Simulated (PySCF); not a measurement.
Electron correlation in N⁺ (nitrogen, charge +1)

[He] 2s2 2p1 3s1, 3s spin antiparallel (an excited configuration). Calculation: PySCF 2.14, in aug-cc-pwCVQZ; no relativity, point nucleus. Frozen: 1s2; 4 electrons correlated.

MP2 pair energies summed by pair of shells (mhartree):

```
 pair  energy  share (%)
2s-2s  -35.27       49.0
2s-2p  -25.88       36.0
2s-3s   -7.77       10.8
2p-3s   -3.00        4.2
```

Total MP2 correlation energy: -71.92 mhartree.

Same-spin part -7.26 and opposite-spin part -64.67 mhartree; SCS-MP2 scales them by 1/3 and 6/5 to -80.02 mhartree.
